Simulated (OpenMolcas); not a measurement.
Au2+ among 6 point charges of -1 e arranged as an octahedron (Oh), 2.25 Å from the ion.
```
   2.2500    0.0000    0.0000  -1.00
   0.0000    2.2500    0.0000  -1.00
  -2.2500    0.0000    0.0000  -1.00
   0.0000   -2.2500    0.0000  -1.00
   0.0000    0.0000    2.2500  -1.00
   0.0000    0.0000   -2.2500  -1.00
```

```yaml
Program: OpenMolcas 26.06
Method: CASSCF
Basis: ANO-RCC-VTZP [8s7p5d3f1g]
Scalar_Hamiltonian: DKH2, point nucleus
Active_space: 9 electrons in 5 orbitals (5d)
State_averaging: 2S+1 = 2 even, 5 roots
Spin-orbit_coupling: RASSI with atomic mean-field integrals over the reference wave functions
```

(1) What is the spin-free ground state (labels of O, the rotations of Oh)?

(2) Where is the first state of the same spin?

(3) What are the lowest two levels with spin-orbit coupling?

(4) What is χT at 300 K, and how does it compare with the textbook value?

(5) Which ligand-field parameters describe the states?

## Answers

(1) 2E, 2-fold in its orbital part, 100 % from free-ion D terms; it has the highest spin that d9 allows.

(2) 2T2 at 3080 cm-1 above the ground state.

(3) A 4-fold level Γ8, then a 2-fold level Γ7 2091 cm-1 above it. Their leading multiplicities are 2 (100 %) and 2 (100 %).

(4) The lowest level has 2S+1 = 2, for which the spin-only value is χT = S(S+1) / 2 = 0.375 cm3 K/mol (g = 2). The computed 1.112 at 300 K differs by +0.737, through orbital momentum, spin-orbit coupling and any other state in reach.

(5) The gap between the two states is 10Dq = 3078 cm-1. 

An orbital doublet at a regular site is open to a Jahn-Teller distortion, which this geometry leaves out. The ground term spreads over less than 5000 cm-1, several times less than with real ligands, so orbital moments are less quenched and χT lies further from the spin-only value than at real sites. This is an electrostatic model: the charges have no orbitals. No measured value stands beside these numbers.
